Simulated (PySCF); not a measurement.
## One change at a time: excitation energies

Level of theory: TDDFT B3LYP/def2-SVPD, vertical, gas phase, core orbitals frozen in the response (PySCF). Geometries: PBE0-D3(BJ)/def2-SVP; one conformer of each isolated species. Triplets are in the Tamm–Dancoff approximation. Atoms past krypton carry core potentials; spin–orbit coupling is left out.

Parent: MgMe2 (`[CH3][Mg][CH3]`), with lowest singlet excitation energy 5.07 eV, HOMO–LUMO gap 5.64 eV, lowest triplet energy 4.22 eV, LUMO energy -0.69 eV. Its spectrum: 5.07 eV (f 0.004); 5.07 eV (f 0.000); 5.16 eV (f 0.327); 5.91 eV (f 0.000); 6.18 eV (f 0.000).

Shifts from the parent:

```json
{"change": "ligand (both): Me to H", "SMILES": "[H][Mg][H]", "Δ S1 (eV)": "+0.08", "Δ gap (eV)": "+0.52", "Δ T1 (eV)": "+0.61", "Δ LUMO (eV)": "-0.20"}
{"change": "ligand (both): Me to I", "SMILES": "[I][Mg][I]", "Δ S1 (eV)": "-0.73", "Δ gap (eV)": "-0.37", "Δ T1 (eV)": "-0.07", "Δ LUMO (eV)": "-1.53"}
{"change": "ligand (both): Me to CCH", "SMILES": "C#[C][Mg][C]#C", "Δ S1 (eV)": "+0.20", "Δ gap (eV)": "+0.78", "Δ T1 (eV)": "+0.36", "Δ LUMO (eV)": "-0.36"}
{"change": "ligand (both): Me to SiH3", "SMILES": "[SiH3][Mg][SiH3]", "Δ S1 (eV)": "-1.09", "Δ gap (eV)": "-0.77", "Δ T1 (eV)": "-0.68", "Δ LUMO (eV)": "-0.83"}
{"change": "ligand (both): Me to CN", "SMILES": "N#[C][Mg][C]#N", "Δ S1 (eV)": "+1.08", "Δ gap (eV)": "+1.72", "Δ T1 (eV)": "+1.16", "Δ LUMO (eV)": "-1.51"}
{"change": "ligand (both): Me to Br", "SMILES": "[Br][Mg][Br]", "Δ S1 (eV)": "-0.11", "Δ gap (eV)": "+0.32", "Δ T1 (eV)": "+0.54", "Δ LUMO (eV)": "-1.54"}
{"change": "ligand (both): Me to F", "SMILES": "[F][Mg][F]", "Δ S1 (eV)": "+1.59", "Δ gap (eV)": "+2.28", "Δ T1 (eV)": "+2.25", "Δ LUMO (eV)": "-1.43"}
{"change": "ligand (both): Me to NH2", "SMILES": "[NH2][Mg][NH2]", "Δ S1 (eV)": "-1.08", "Δ gap (eV)": "-0.68", "Δ T1 (eV)": "-0.53", "Δ LUMO (eV)": "-0.38"}
```

(1) Predict the same shifts for this change: ligand (both): Me to Cl (`[Cl][Mg][Cl]`).

Answers

(1) Δ lowest singlet excitation energy +0.41 eV, Δ HOMO–LUMO gap +0.91 eV, Δ lowest triplet energy +1.06 eV, Δ LUMO energy -1.52 eV. Spectrum: 226 nm (f 0.000 summed over 2 states); 218 nm (f 0.134 summed over 2 states); 186 nm (f 0.141); 176 nm (f 0.000 summed over 3 states); 172 nm (f 0.000) [of 10 roots; the last level is left out, as the window may have cut its degenerate partner]. S1 falls most with ligand (both): Me to SiH3 and ligand (both): Me to NH2 (-1.09 eV), and it rises most with ligand (both): Me to F (+1.59 eV). S1 is simply the lowest singlet of each species and needn't be the same kind of state throughout. Over these 9 changes the shifts of S1 and of the HOMO–LUMO gap correlate with r = 1.00.
